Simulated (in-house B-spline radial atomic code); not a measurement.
Successive ionisation energies of erbium; each step leads to the configuration of the next row (after the last: [Ar] 3d3/2(4) 3d5/2(1)). Dirac energy differences include first-order Breit, QED and recoil terms. NIST's values go from ground level to ground level; the uncertainty of those that are theory runs from under 0.1 % in few-electron ions to several per cent in heavy many-electron ones. Computed with a B-spline radial code for spherical atoms: Dirac-Hartree-Fock, jj configuration that fills j = l - 1/2 first, finite nuclei.

A number in brackets counts the electrons of a j subshell.

| ion | configuration | ionisation energy (eV) | tabulated value (eV) | tabulated kind | computed minus tabulated (eV) | highest orbital | largest mean radius (bohr) |
| --- | --- | --- | --- | --- | --- | --- | --- |
| Er34+ | [Ar] 3d10 4s2 4p1/2(2) 4p3/2(2) | 1466.8 | 1468 | tabulated theory | -1 | 4p3/2 | 0.47267 |
| Er35+ | [Ar] 3d10 4s2 4p1/2(2) 4p3/2(1) | ? | ? | tabulated theory | ? | ? | ? |
| Er36+ | [Ar] 3d10 4s2 4p1/2(2) | 1624.2 | 1625 | tabulated theory | -1 | 4p1/2 | 0.45044 |
| Er37+ | [Ar] 3d10 4s2 4p1/2(1) | ? | ? | tabulated theory | ? | ? | ? |
| Er38+ | [Ar] 3d10 4s2 | 1803.4 | 1803 | tabulated theory | 0 | 4s1/2 | 0.44588 |
| Er39+ | [Ar] 3d10 4s1 | ? | ? | semi-empirical | ? | ? | ? |
| Er40+ | [Ar] 3d10 | 3156.8 | 3157 | tabulated theory | 0 | 3d5/2 | 0.22213 |
| Er41+ | [Ar] 3d3/2(4) 3d5/2(5) | 3270.4 | 3265 | tabulated theory | 5 | 3d5/2 | 0.22075 |
| Er42+ | [Ar] 3d3/2(4) 3d5/2(4) | 3385.6 | 3381 | tabulated theory | 5 | 3d5/2 | 0.21938 |
| Er43+ | [Ar] 3d3/2(4) 3d5/2(3) | 3502.3 | 3505 | tabulated theory | -3 | 3d5/2 | 0.21803 |
| Er44+ | [Ar] 3d3/2(4) 3d5/2(2) | 3620.5 | 3624 | tabulated theory | -3 | 3d5/2 | 0.21668 |

Question: Fill in the row of Er35+.

Answer: ionisation energy (eV): 1515.9; tabulated value (eV): 1516; computed minus tabulated (eV): 0; highest orbital: 4p3/2; largest mean radius (bohr): 0.46963.

Question: Fill in the row of Er37+.

Answer: ionisation energy (eV): 1678.0; tabulated value (eV): 1678; computed minus tabulated (eV): 0; highest orbital: 4p1/2; largest mean radius (bohr): 0.44815.

Question: Fill in the row of Er39+.

Answer: ionisation energy (eV): 1857.7; tabulated value (eV): 1858.5; computed minus tabulated (eV): -1; highest orbital: 4s1/2; largest mean radius (bohr): 0.44317.

Question: Where is the largest jump?

Answer: From Er39+ to Er40+, by a factor of 1.70 (1857.7 to 3156.8 eV); the highest orbital goes from 4s1/2 to 3d5/2.
